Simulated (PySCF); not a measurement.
Orbital picture of CsS⁺

PBE at R = 3.802 Å; PySCF, scalar-relativistic core potentials, basis sets Cs def2-SVPD with ECP46, S def2-SVPD. State: ³Σ⁻ (triplet), unpaired electrons π ↑↑. Only the outer orbitals are listed, counted within each symmetry, core potentials removing the inner ones.

```tsv
spin	orbital	occ.	ε (eV)	on Cs (%)	main shells (%)
α	4σ	1	-31.85	100	100 Cs s
α	5σ	1	-21.86	0	99 S s
α	2π	1	-18.37	100	100 Cs p
α	2π	1	-18.37	100	100 Cs p
α	6σ	1	-18.30	99	99 Cs p
α	3π	1	-12.03	0	100 S p
α	3π	1	-12.03	0	100 S p
α	7σ	1	-10.92	1	98 S p
α	8σ	0	-5.32	100	100 Cs s
α	4π	0	-3.55	89	83 Cs d
α	4π	0	-3.55	89	83 Cs d
β	4σ	1	-31.85	100	100 Cs s
β	5σ	1	-19.79	1	99 S s
β	2π	1	-18.37	100	100 Cs p
β	2π	1	-18.37	100	100 Cs p
β	6σ	1	-18.29	99	98 Cs p
β	7σ	1	-10.19	2	98 S p
β	3π	0	-9.57	0	100 S p
β	3π	0	-9.57	0	100 S p
β	8σ	0	-5.28	103	102 Cs s
```

Task: Which are the highest filled and the lowest empty level, where do they sit, and how wide is the gap?

Result: Highest filled β 7σ at -10.19 eV (in %: 98 S p); lowest empty β 3π at -9.57 eV (in %: 100 S p); the gap at PBE is 0.62 eV.

* bond order (Mayer): 0.07
* ⟨S²⟩: 2.003
* charge on Cs (Mulliken, basis-dependent): 0.98
* charge on Cs (Löwdin, basis-dependent): 0.91
* dipole moment (positive dipole points towards S; it is taken about the centre of mass and depends on that origin): -2.17 D
* polarisability along the bond: 47.0 bohr³
* polarisability across the bond: 32.5 bohr³

Shares are Mulliken populations and can fall outside 0 to 100 %.

Spin–orbit coupling is left out. The state is the lowest determinant that a PBE0 search found; another state may lie lower at other levels.
